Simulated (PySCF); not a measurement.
# Ca⁺: ionisation energy

Ca⁺ [Ar] 4s1 [4s1/2^1, M_J = 1/2] → Ca²⁺ [Ar], as a difference of total energies. Computed with PySCF 2.14 in x2c-QZVPPall-2c (11s9p4d3f, 79 functions), with the two-component X2C-1e Hamiltonian. Correlated levels: [Ne] frozen; the 8 highest virtual spinors dropped. "Screened" scales the spin-orbit matrix elements by Boettger's factors to mimic the two-electron term; Breit and QED terms are absent.

| method | ionisation energy (eV) |
| --- | --- |
| GHF (screened spin-orbit) | 11.358 |
| GMP2 (screened spin-orbit) | 11.828 |

Problem. How much does correlation contribute at GMP2 (screened spin-orbit)?

Solution. 11.828 − (11.358) = 0.470 eV, measured against GHF (screened spin-orbit).

Errors of the correlated levels include the incompleteness of this basis and the frozen core.

For comparison: 11.872 eV (measured; NIST Atomic Spectra Database, ionization energies).
